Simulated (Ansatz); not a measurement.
CH6BNOS, relaxed with RKS PBE-D4/def2-SVP in Ansatz 0.2.0 from a rough embedded geometry. The force threshold is 0.03 eV/Å; the program also tests the step.

The species carries charge 0 and has multiplicity 1. The bonds changed during the relaxation, so this is another structure than the one it started from.

Start:

```xyz
11

B     1.115   -0.043    0.719
C    -0.197   -0.126   -0.088
N    -1.267   -0.399    0.842
O    -0.115   -1.242   -1.054
S    -0.538    1.464   -0.956
H     2.091   -0.746    0.506
H     1.281    0.776    1.577
H    -1.430    0.351    1.458
H    -2.164   -0.575    0.333
H     0.562   -0.924   -1.688
H     0.661    1.463   -1.650
```

```csv
step,energy (eV),largest force (eV/Å),largest move (Å)
1,-16163.5507,2.499,0.000
2,-16163.8145,1.800,0.187
3,-16163.9435,1.327,0.195
4,-16164.1328,1.398,0.195
5,-16164.4411,1.518,0.197
6,-16164.8466,1.250,0.195
7,-16165.2686,1.123,0.195
8,-16165.4992,0.634,0.195
9,-16165.6235,0.776,0.200
10,-16165.7161,1.012,0.195
11 (rejected),-16165.6845,0.816,0.200
12,-16165.7600,0.280,0.090
13,-16165.7679,0.153,0.100
14,-16165.7711,0.071,0.045
15,-16165.7739,0.107,0.072
16,-16165.7776,0.235,0.194
17,-16165.7852,0.190,0.069
18,-16165.8063,0.391,0.196
19,-16165.8375,0.801,0.194
20,-16165.8847,0.704,0.194
21,-16165.9320,0.970,0.194
22,-16165.9823,0.985,0.156
23,-16166.0113,0.319,0.169
24 (rejected),-16165.9426,0.545,0.162
25,-16166.0240,0.079,0.080
26,-16166.0254,0.033,0.028
27,-16166.0263,0.041,0.040
28,-16166.0265,0.035,0.023
29,-16166.0265,0.013,0.005
```

End:

```xyz
11

B     0.998    0.311    0.080
C    -0.272   -0.654    0.051
N    -1.495   -0.201    0.228
O    -0.159   -1.965   -0.129
S     0.444    2.145    0.290
H     1.663    0.083   -0.936
H     1.643   -0.033    1.078
H    -1.524    0.831    0.374
H    -2.326   -0.798    0.247
H     0.798   -2.142   -0.256
H     0.229    2.423   -1.026
```

Hardware: 4 threads of a server CPU on a shared host. Wall time 65 s, peak host memory 0.18 GiB.
